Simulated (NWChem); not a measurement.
Species: SiH4O2; SMILES O[SiH2]O

```xyz
7

Si     0.0000     0.0000    -0.4664
O     -1.3854     0.0492     0.4484
O      1.3854    -0.0492     0.4484
H     -0.0668     1.2366    -1.2909
H      0.0668    -1.2366    -1.2909
H     -1.5856    -0.7350     0.9681
H      1.5856     0.7350     0.9681
```
Atoms are numbered in this order, from 1.

Computed with NWChem. Geometry: optimised at PBE0/def2-SVP. Hybrids' shares of exact exchange are those that their runs print; pure functionals count as 0. The functionals differ in more than this share.

```
row             share of exact exchange  highest occupied level (eV)
--------------  -----------------------  ---------------------------
PBE/def2-SVP                       0.00                        -7.07
RPBE/def2-SVP                      0.00                        -7.03
B3LYP/def2-SVP                     0.20                     withheld
PBE0/def2-SVP                      0.25                        -8.74
MPW1K/def2-SVP                     0.43                        -9.92
```

Q: Fit a straight line of the last column on the one before it, predict the withheld value, and compare with the run.

A: 
1. Means of the 4 shown rows: x = 0.170, y = -8.190. Slope Σ(x − x̄)(y − ȳ)/Σ(x − x̄)² = -0.8814/0.1318 = -6.687; intercept -7.053.
2. The shown rows scatter about the line by 0.017 (root mean square); the largest residual is +0.02, at RPBE/def2-SVP.
3. At x = 0.20 (B3LYP/def2-SVP; inside the shown range) the line gives -8.39.
4. The run gives -8.46, -0.07 from the line.
